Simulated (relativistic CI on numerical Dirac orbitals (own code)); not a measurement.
**Kr2+: calculation against measurement**

Calculated at this level of theory: Dirac-Coulomb-Breit CI, KLI orbitals optimised for each configuration, model QED (radiative potential, 1s self-energy scaled to tabulated hydrogen-like ionisation energies), valence Slater integrals scaled by 0.85, P86 correlation estimate, and configurations built on the next ion tied to the tabulated ionisation energy (semi-empirical) (own radial code, finite nucleus).

Configurations in the expansion (outside the closed core [Ar] 3d10): 4s2.4p4, 4s2.4p3.4d, 4s2.4p3.5s, 4s2.4p3.5p, 4s2.4p3.5d, 4s2.4p3.6s, 4s2.4p3.4f, 4s2.4p3.5f, 4s.4p5, 4p6, 4s2.4p2.4d2, 4s.4p4.4d, 4s.4p4.4f, 4s2.4p2.4f2, 4s2.4p3.6p, 4s2.4p3.6d, 4s2.4p3.5g, 4s2.4p3.6f, 4p4.4d2, 4s.4p4.5s, 4s2.4p2.4d.4f, 4s.4p4.5p, 4s2.4p2.4d.5s. Levels of other configurations are missing.

```tsv
Configuration	Term (tabulated)	J	Measured (cm⁻¹)	Computed	Error	Purity (%)
4s2.4p4	3P	2	0.0	0	0	94
4s2.4p4	3P	1	4548.4	4446	-103	98
4s2.4p4	3P	0	5312.9	5133	-180	93
4s2.4p4	1D	2	14644.3	14739	94	94
4s2.4p4	1S	0	33079.6	30868	-2211	92
4s.4p5	3P°	2	115930.9	122833	6902	72
4s.4p5	3P°	1	119380.2	126185	6805	70
4s.4p5	3P°	0	121543.0	128299	6756	71
4s2.4p3.4d	5D°	0	138446.7	139225	779	97
4s2.4p3.4d	5D°	1	138471.0	139230	759	98
4s2.4p3.4d	5D°	2	138480.6	139212	731	98
4s2.4p3.4d	5D°	3	138492.5	139195	703	97
4s2.4p3.4d	5D°	4	138649.1	139305	656	98
4s2.4p3.5s	5S°	2	145718.9	147591	1872	97
4s2.4p3.4d	3D°	2	147804.5	149800	1996	86
4s2.4p3.4d	3D°	3	148735.3	150726	1991	94
4s2.4p3.4d	3D°	1	149071.9	151102	2030	97
4s2.4p3.5s	3S°	1	151580.2	154142	2562	96
4s2.4p3.4d	3F°	2	153563.2	155501	1938	89
4s2.4p3.4d	1S°	0	154399.7	157632	3232	97
4s2.4p3.4d	3F°	3	154699.9	156603	1904	91
4s2.4p3.4d	3F°	4	156082.0	157927	1845	92
4s2.4p3.4d	3G°	3	159996.4	161877	1881	91
4s2.4p3.4d	3G°	4	160414.9	162224	1809	85
4s2.4p3.4d	3G°	5	161108.6	162882	1774	100
4s2.4p3.4d	1G°	4	162841.0	165243	2402	91
4s2.4p3.5s	3D°	1	163268.9	166178	2909	72
4s2.4p3.5s	3D°	2	163635.8	166623	2987	66
4s2.4p3.5s	3D°	3	165053.5	168114	3061	91
4s2.4p3.4d	3D°	1	170202.3	172398	2196	76
4s2.4p3.4d	3P°	0	171995.9	174261	2265	84
4s2.4p3.4d	3D°	2	172465.5	174517	2052	81
4s2.4p3.4d	3P°	1	172983.1	175126	2143	81
4s2.4p3.4d	3F°	3	174830.7	176880	2049	64
4s2.4p3.4d	3F°	4	175043.0	177188	2145	88
4s2.4p3.4d	3F°	2	175211.2	177373	2162	92
4s2.4p3.5p	5P	1	175543.8	176697	1153	96
4s2.4p3.5p	5P	2	175778.6	176934	1155	93
4s2.4p3.5p	5P	3	176520.0	177611	1091	97
4s2.4p3.4d	3P°	2	176790.8	179074	2283	74
4s2.4p3.5s	3P°	0	178243.5	181845	3601	86
4s2.4p3.5s	3P°	1	178259.0	181723	3464	63
4s2.4p3.5p	3P	1	179628.8	180995	1367	93
4s2.4p3.5p	3P	2	180083.0	181397	1314	93
4s2.4p3.5p	3P	0	180237.1	181560	1323	99
4s2.4p3.5s	3P°	2	180247.1	184113	3866	62
4s2.4p3.4d	3S°	1	181263.5	183807	2543	63
4s2.4p3.5s	1P°	1	182264.9	186166	3901	80
4s2.4p3.4d	1F°	3	182966.8	185621	2654	72
4s2.4p3.4d	3D°	2	185688.6	189094	3405	71
4s2.4p3.4d	3D°	1	188233.2	191234	3001	82
4s2.4p3.4d	3P°	1	190226.2	197186	6959	65
4s2.4p3.5p	3F †	2	192701.9	196062	3360	57
4s2.4p3.5p	3F †	3	193825.1	196059	2234	59
4s2.4p3.5p	3D	2	193855.4	194926	1071	62
4s2.4p3.5p	1F	3	194962.8	197741	2778	67
4s2.4p3.5p	3D	3	195478.0	197143	1665	58
4s2.4p3.5p	3F	4	195674.5	197903	2229	99
4s2.4p3.4d	1F°	3	196286.2	200063	3777	83
4s2.4p3.5p	3P	2	198107.8	200265	2157	91
4s2.4p3.5p	3P	0	198788.9	200928	2139	93
```

Measured levels from Saloman, J. Phys. Chem. Ref. Data 36, 215 (2007); pairs were made by configuration, J and term (by order where the table uses no LS term), so strongly mixed levels may be paired wrongly.

Mean error by configuration (cm⁻¹): 4s2.4p4 -600; 4s.4p5 6821; 4s2.4p3.4d 2202; 4s2.4p3.5s 3136; 4s2.4p3.5p 1620. Over the excited levels the mean absolute error is 2358 cm⁻¹ (60 of the 69 excited levels that our extract of the source holds in range could be paired, and the others can miss by more), and the median relative error of those above 1,000 cm⁻¹ is 1.3 %. † marks terms whose computed intervals miss the measured ones by more than a factor of 2.5, or configurations far off the rest, from wrong mixing, a near crossing or a doubtful label or measurement; they are left out of the means.
